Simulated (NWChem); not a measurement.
Program: NWChem. System: pentafluorosilicate (F5Si (-1)), charge -1, spin multiplicity 1, at a geometry optimised with PBE0/def2-SVP. Level: MP2/def2-SVPD, 10 core orbitals frozen.

The NWChem input:

```
start mol
memory heap 200 mb stack 900 mb global 1100 mb
charge -1
geometry units angstroms nocenter noautoz
  F     -1.675861     0.000000     0.000024
  Si     0.000000     0.000000    -0.000020
  F      0.000000    -1.429071     0.825095
  F      0.000000     1.429071     0.825095
  F      0.000000     0.000000    -1.650208
  F      1.675861     0.000000     0.000024
  symmetry group C2v
end
basis spherical
  * library def2-svpd
end
scf
  rhf
  nopen 0
  maxiter 100
  thresh 1e-7
  semidirect memsize 60000000 filesize 0
end
mp2
  freeze core 10
end
task mp2 energy
```

Part of the output:

```
             Northwest Computational Chemistry Package (NWChem) 7.3.0
             --------------------------------------------------------

                                NWChem Input Module
                                -------------------

 Scaling coordinates for geometry "geometry" by  1.889725989
 (inverse scale =  0.529177249)

 Turning off AUTOSYM since
 SYMMETRY directive was detected!

                             Geometry "geometry" -> ""
                             -------------------------

 Output coordinates in angstroms (scale by  1.889725989 to convert to a.u.)

  No.       Tag          Charge          X              Y              Z
 ---- ---------------- ---------- -------------- -------------- --------------
    1 F                    9.0000    -1.67586100     0.00000000     0.00002400
    2 Si                  14.0000     0.00000000     0.00000000    -0.00002000
    3 F                    9.0000     0.00000000    -1.42907100     0.82509500
    4 F                    9.0000     0.00000000     1.42907100     0.82509500
    5 F                    9.0000     0.00000000     0.00000000    -1.65020800
    6 F                    9.0000     1.67586100     0.00000000     0.00002400

 Effective nuclear repulsion energy (a.u.)     367.9163686629

            Nuclear Dipole moment (a.u.)
            ----------------------------
        X                 Y               Z
 ---------------- ---------------- ----------------
     0.0000000000     0.0000000000    -0.0000188973

      Symmetry information
      --------------------

 Group name             C2v
 Group number             16
 Group order               4
 No. of unique centers     4

      Symmetry unique atoms

     1    2    3    5


 Summary of "ao basis" -> "" (spherical)
 ------------------------------------------------------------------------------
       Tag                 Description            Shells   Functions and Types
 ---------------- ------------------------------  ------  ---------------------
 *                         def2-svpd                  on all atoms

 Summary of "ao basis" -> "ao basis" (spherical)
 ------------------------------------------------------------------------------
       Tag                 Description            Shells   Functions and Types
 ---------------- ------------------------------  ------  ---------------------
 F                         def2-svpd                 9       23   4s3p2d
 Si                        def2-svpd                10       24   5s3p2d

                                 NWChem SCF Module
                                 -----------------

  ao basis        = "ao basis"
  functions       =   139
  atoms           =     6
  closed shells   =    30
  open shells     =     0
  charge          =  -1.00
  wavefunction    = RHF
  use symmetry    = T
  symmetry adapt  = T

 Summary of "ao basis" -> "ao basis" (spherical)
 ------------------------------------------------------------------------------
       Tag                 Description            Shells   Functions and Types
 ---------------- ------------------------------  ------  ---------------------
 F                         def2-svpd                 9       23   4s3p2d
 Si                        def2-svpd                10       24   5s3p2d

      Symmetry analysis of basis
      --------------------------

        a1         55
        a2         18
        b1         33
        b2         33

 Forming initial guess at       0.0s

      Superposition of Atomic Density Guess
      -------------------------------------

 Sum of atomic energies:        -785.22504080

 Renormalizing density from      59.00 to     60

      Non-variational initial energy
      ------------------------------

 Total energy =    -793.807544
 1-e energy   =   -1859.866834
 2-e energy   =     698.142921
 HOMO         =      -0.289370
 LUMO         =       0.225769

      Symmetry analysis of molecular orbitals - initial
      -------------------------------------------------

  Numbering of irreducible representations:

     1 a1          2 a2          3 b1          4 b2

  Orbital symmetries:

     1 a1          2 a1          3 b2          4 a1          5 b1
     6 a1          7 a1          8 b1          9 b2         10 a1
    11 a1         12 b1         13 b2         14 a1         15 a1
    16 a1         17 b1         18 a1         19 b2         20 a2
    21 b1         22 a1         23 b2         24 a1         25 b2
    26 b2         27 a1         28 b1         29 b1         30 a2
    31 a1         32 b1         33 b2         34 a1         35 a1
    36 b2         37 a1         38 a1         39 b1         40 a2

 Starting SCF solution at       0.8s

 ----------------------------------------------
         Quadratically convergent ROHF

 Convergence threshold     :          1.000E-07
 Maximum no. of iterations :          100
 Final Fock-matrix accuracy:          1.000E-09
 ----------------------------------------------

              iter       energy          gnorm     gmax       time
             ----- ------------------- --------- --------- --------
                 1     -785.9253144498  1.45D+00  3.62D-01      0.9
                 2     -786.0232005137  2.47D-01  5.96D-02      1.1
                 3     -786.0269973297  1.39D-02  2.52D-03      1.4
                 4     -786.0270127883  6.39D-05  1.67D-05      1.8
                 5     -786.0270127887  4.03D-09  8.48D-10      2.5

       Final RHF  results
       ------------------

         Total SCF energy =   -786.027012788681
      One-electron energy =  -1844.346103565436
      Two-electron energy =    690.402722113866
[...]
 Nuclear repulsion energy =    367.916368662889

        Time for solution =      1.7s

       Symmetry analysis of molecular orbitals - final
       -----------------------------------------------

  Numbering of irreducible representations:

     1 a1          2 a2          3 b1          4 b2

  Orbital symmetries:

     1 a1          2 a1          3 a1          4 b2          5 a1
     6 b1          7 a1          8 b2          9 a1         10 b1
    11 a1         12 a1         13 b2         14 b1         15 a1
    16 a1         17 a1         18 b2         19 b1         20 a2
    21 b1         22 b2         23 a1         24 b2         25 a1
    26 b1         27 b2         28 a1         29 b1         30 a2
    31 a1         32 b1         33 a1         34 b2         35 a1
    36 b2         37 a1         38 a1         39 b1         40 a2

             Final eigenvalues
             -----------------

              1
    1  -68.7416
    2  -26.0971
    3  -26.0970
    4  -26.0970
    5  -26.0646
    6  -26.0646
    7   -6.0737
    8   -4.1893
    9   -4.1893
   10   -4.1873
   11   -1.3991
   12   -1.3636
   13   -1.3636
   14   -1.3358
   15   -1.3166
   16   -0.6236
   17   -0.5445
   18   -0.5445
   19   -0.5418
   20   -0.5058
   21   -0.5058
   22   -0.4758
   23   -0.4758
   24   -0.4489
   25   -0.4451
   26   -0.4289
   27   -0.4213
   28   -0.4213
   29   -0.4036
   30   -0.4036
   31    0.2335
   32    0.2968
   33    0.3042
   34    0.3042
   35    0.3259
   36    0.3574
   37    0.3574
   38    0.3991
   39    0.4179
   40    0.4179

                       ROHF Final Molecular Orbital Analysis
                       -------------------------------------

 Vector   28  Occ=2.000000D+00  E=-4.212741D-01  Symmetry=a1
              MO Center= -8.7D-16, -7.0D-12, -4.1D-02, r^2= 3.3D+00
   Bfn.  Coefficient  Atom+Function         Bfn.  Coefficient  Atom+Function
  ----- ------------  ---------------      ----- ------------  ---------------
     7      0.428475  1 F  pz               123      0.428475  6 F  pz
    10     -0.312894  1 F  pz               126     -0.312894  6 F  pz
   100      0.173026  5 F  pz

 Vector   29  Occ=2.000000D+00  E=-4.035644D-01  Symmetry=b1
              MO Center=  3.4D-15,  4.2D-12, -3.0D-01, r^2= 3.1D+00
   Bfn.  Coefficient  Atom+Function         Bfn.  Coefficient  Atom+Function
  ----- ------------  ---------------      ----- ------------  ---------------
     7      0.377074  1 F  pz               123     -0.377074  6 F  pz
    98     -0.347293  5 F  px                10     -0.272976  1 F  pz
   126      0.272976  6 F  pz               101      0.252725  5 F  px
    52      0.173718  3 F  px                75      0.173718  4 F  px

 Vector   30  Occ=2.000000D+00  E=-4.035599D-01  Symmetry=a2
              MO Center= -6.0D-16, -3.3D-12,  3.0D-01, r^2= 3.1D+00
   Bfn.  Coefficient  Atom+Function         Bfn.  Coefficient  Atom+Function
  ----- ------------  ---------------      ----- ------------  ---------------
     6      0.377068  1 F  py               122     -0.377068  6 F  py
    52     -0.300816  3 F  px                75      0.300816  4 F  px
     9     -0.272973  1 F  py               125      0.272973  6 F  py
    55      0.218904  3 F  px                78     -0.218904  4 F  px

 Vector   31  Occ=0.000000D+00  E= 2.335092D-01  Symmetry=a1
              MO Center= -8.0D-15,  6.6D-16, -1.2D-04, r^2= 1.3D+01
   Bfn.  Coefficient  Atom+Function         Bfn.  Coefficient  Atom+Function
  ----- ------------  ---------------      ----- ------------  ---------------
    27      5.630095  2 Si s                 28      3.754556  2 Si s
     4     -2.461360  1 F  s                120     -2.461360  6 F  s
    51     -1.867188  3 F  s                 74     -1.867188  4 F  s
    97     -1.867244  5 F  s                106     -0.732943  5 F  pz
    59     -0.634718  3 F  py                82      0.634718  4 F  py

 Vector   32  Occ=0.000000D+00  E= 2.967982D-01  Symmetry=b1
              MO Center= -1.0D-14, -8.6D-15,  4.7D-05, r^2= 1.4D+01
   Bfn.  Coefficient  Atom+Function         Bfn.  Coefficient  Atom+Function
  ----- ------------  ---------------      ----- ------------  ---------------
     4      3.213296  1 F  s                120     -3.213296  6 F  s
    35      2.553656  2 Si px                11      2.110629  1 F  px
   127      2.110629  6 F  px                58      0.555303  3 F  px
    81      0.555303  4 F  px               104      0.555228  5 F  px
     3     -0.193518  1 F  s                119      0.193518  6 F  s

 Vector   33  Occ=0.000000D+00  E= 3.042331D-01  Symmetry=a1
              MO Center=  3.4D-16, -5.7D-14, -1.4D+00, r^2= 1.2D+01
   Bfn.  Coefficient  Atom+Function         Bfn.  Coefficient  Atom+Function
  ----- ------------  ---------------      ----- ------------  ---------------
    97      3.125379  5 F  s                106      2.287484  5 F  pz
    37      1.792657  2 Si pz                51     -1.562735  3 F  s
    74     -1.562735  4 F  s                 59     -0.885412  3 F  py
    82      0.885412  4 F  py                60      0.753975  3 F  pz
    83      0.753975  4 F  pz                13      0.438555  1 F  pz

 center of mass
 --------------
 x =   0.00000000 y =   0.00000000 z =   0.00000016

 moments of inertia (a.u.)
 ------------------
         554.237921721554           0.000000000000           0.000000000000
           0.000000000000         658.211824432048           0.000000000000
           0.000000000000           0.000000000000         658.194041234918

  Mulliken analysis of the total density
  --------------------------------------

    Atom       Charge   Shell Charges
 -----------   ------   -------------------------------------------------------
    1 F    9     9.83   1.99  1.11  0.83  0.15  3.34  2.20  0.23  0.00 -0.02
    2 Si  14    10.80   2.00  1.99  0.69 -1.27  0.15  5.94  0.84 -0.24  0.68  0.02
    3 F    9     9.85   1.99  1.11  0.83  0.13  3.34  2.20  0.25  0.00  0.00
    4 F    9     9.85   1.99  1.11  0.83  0.13  3.34  2.20  0.25  0.00  0.00
    5 F    9     9.85   1.99  1.11  0.83  0.13  3.34  2.20  0.25  0.00  0.00
    6 F    9     9.83   1.99  1.11  0.83  0.15  3.34  2.20  0.23  0.00 -0.02

       Multipole analysis of the density wrt the origin
       ------------------------------------------------

     L   x y z        total         open         nuclear
     -   - - -        -----         ----         -------
     0   0 0 0     -1.000000      0.000000     59.000000

     1   1 0 0     -0.000000      0.000000      0.000000
     1   0 1 0      0.000000      0.000000      0.000000
     1   0 0 1     -0.000091      0.000000     -0.000019

     2   2 0 0    -36.692087      0.000000    180.528663
     2   1 1 0     -0.000000      0.000000      0.000000
     2   1 0 1      0.000000      0.000000      0.000000
     2   0 2 0    -32.711089      0.000000    131.273719
     2   0 1 1     -0.000000      0.000000      0.000000
     2   0 0 2    -32.711471      0.000000    131.282143

                   NWChem MP2 Semi-direct Energy/Gradient Module
                   ---------------------------------------------

  Basis functions       =    139
  Molecular orbitals    =    139
  Frozen core           =     10
  Frozen virtuals       =      0
  Active alpha occupied =     20
  Active beta occupied  =     20
  Active alpha virtual  =    109
  Active beta virtual   =    109
  Use MO symmetry       = T
  Use skeleton AO sym   = T

  AO/Fock/Back tols     =   1.0D-09  1.0D-09  1.0D-09

 GA uses MA = F    GA memory limited = T

 Available:
  local mem=  1.26D+08
 global mem=  1.44D+08
 local disk=  0.00D+00
  mp2_memr nvloc                   109
  nvloc new                   109
   1 passes of  20:        3145728                      95004                  70906633.
   1 passes of  20: M    126121166           G      144140558           F     122975438.

 Semi-direct pass number   1 of   1  for RHF alpha+beta  at        2.5s
  vrange nnbf                  9562
  mp2_eaftype                   270  avail_ma_in_mb                  1099
 EAF : mp2_eaftype filesize         270   35453316.
  mp2_eaf for mointskh                    270
Node 0 wrote    166.8 Mb in      0.1 s     Agg I/O rate:  1133.5 Mb/s
 Done moints_semi at        7.4s
  mp2_eaftype                   270  avail_ma_in_mb                   829
 EAF : mp2_eaftype filesize         270   35453316.
  mp2_eaf for kh                   270
 Done maket at        7.8s
 Done multipass loop at        7.8s

          -------------------------------------------
          SCF energy                -786.027012788681
          Correlation energy          -1.092168835172
          Singlet pairs               -0.632344060574
          Triplet pairs               -0.459824774598
          Total MP2 energy          -787.119181623853
          -------------------------------------------

          ---------------------------------------------------
                    Spin Component Scaled (SCS) MP2
          Same spin pairs                     -0.306549849732
          Same spin scaling factor             0.333333333333
          Opposite spin pairs                 -0.785618985440
          Opposite spin scaling fact.          1.200000000000
          SCS-MP2 correlation energy          -1.044926065772
          Total SCS-MP2 energy              -787.071938854453
          ---------------------------------------------------

 -----------------------
 Performance information
 -----------------------

 Timer overhead =  9.60D-08 seconds/call

               Nr. of calls         CPU time (s)                 Wall time (s)                GFlops
             ---------------    -------------------     ------------------------------   -------------------
Name         Min   Avg   Max    Min     Avg     Max     Min     Avg     Max   Mx/calls   Min     Max     Sum
mp2: moin     1     1     1    4.8     4.8     4.8      4.8     4.8     4.8     4.8      0.0     0.0     0.0
mp2: make     1     1     1   0.43    0.43    0.43     0.43    0.43    0.43    0.43      0.0     0.0     0.0
mp2: tota     1     1     1    5.3     5.3     5.3      5.3     5.3     5.3     5.3      0.0     0.0     0.0

 The average no. of pstat calls per process was 3.00D+00
 with a timing overhead of 2.88D-07s

 Task  times  cpu:        7.8s     wall:        7.8s

 Total times  cpu:        7.8s     wall:        7.8s
```
